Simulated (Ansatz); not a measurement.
`O=C=[N][Ti]([OH])([OH])[OH]`, charge 0, multiplicity 1.

(1) Give a relaxed structure at PBE0-D4/def2-TZVP (Ansatz 0.2.0). (Estimate.)

Answers

(1) The calculation gave: 
```xyz
10

O     1.981   -2.175   -2.310
C     1.405   -1.478   -1.572
N     0.823   -0.764   -0.805
Ti   -0.271    0.384    0.253
O    -1.547   -0.604    1.014
O     0.753    1.173    1.482
O    -1.026    1.650   -0.761
H    -1.786   -0.840    1.910
H     1.579    0.952    1.913
H    -1.911    1.701   -1.126
```
This is one stationary point; other conformers may exist.
